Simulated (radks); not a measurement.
Species: Sc3+. Configuration: [Ar]. All-electron calculation, scalar-relativistic Kohn-Sham, SCAN, spin-polarised, spherical densities, finite nucleus; meta-GGA in the generalised Kohn-Sham scheme; Fermi nuclear charge, rms radius 3.5459 fm. Program: a radial shooting solver on a logarithmic mesh with Libxc functionals.

X-ray form factor f0, the Fourier transform of the density (f0(0) = 18):

sin(theta)/lambda (1/angstrom),f0 (electrons)
0.05,17.773
0.1,17.124
0.15,16.142
0.2,14.946
0.25,13.665
0.3,12.408
0.4,10.245
0.5,8.704
0.6,7.689
0.8,6.460
1,5.507
1.25,4.358
1.5,3.363
2,2.096
